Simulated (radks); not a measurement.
Values are calculated unless marked as measured or tabulated.
Question: Successive ionisation energies (eV) of one element, from differences of total energies of ions in their ground configurations, starting at charge 66: 17021.9, 17361.6, 17694.7, 18147.4, 18496.9, 18839.5, 20615, 20961, 84244, 85713. Level of theory: scalar-relativistic Kohn-Sham, PBEsol, spin-polarised, spherical densities, finite nucleus; open shells are filled with parallel spins first (spin-orbit coupling, left out, can overturn this in heavy ions); Fermi nuclear charge, rms radius 5.4126 fm (a radial shooting solver on a logarithmic mesh with Libxc functionals). Which element is it?

Answer: Osmium (Z = 76). The first species listed is Os66+ in [Ne], the last Os75+ in 1s1.
